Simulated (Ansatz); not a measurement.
Breaking the H–H spacing in H8 chain (multiplicity 1 held). Energies count from the point at 0.900 Å.
Geometry at that point (charge 0, multiplicity 1):
```xyz
8

H      0.000     0.000     0.000
H      0.000     0.000     0.900
H      0.000     0.000     1.800
H      0.000     0.000     2.700
H      0.000     0.000     3.600
H      0.000     0.000     4.500
H      0.000     0.000     5.400
H      0.000     0.000     6.300
```

Restricted levels (R-, RO-) in cc, def2 and unpolarised 6-31G sets keep to the state of the molecule at rest. Active spaces are followed from rest. Full CI gives the lowest state of the spin. Curves can end on different states.

Programs: Ansatz (Gaussian basis) for Hartree–Fock, density functionals and correlated methods. Values without a source in brackets are computed.

**Question.** Predict the energy at R = 3.600 Å from FIC-NEVPT4(SD) on CASSCF(8,8)/6-31G.

**Answer.** 275.6 kcal/mol

**Question.** What energy at R = 3.600 Å does FCI/6-31G give?

**Answer.** 276.4 kcal/mol

**Question.** What energy at R = 3.600 Å does R-SCS-MP2/6-31G give?

**Answer.** 338.4 kcal/mol

Doubts at one or more of the structures used: a restricted determinant that unrestricted orbitals would lower (R-SCS-MP2/6-31G).

Ansatz is a quantum-chemistry and plane-wave program.
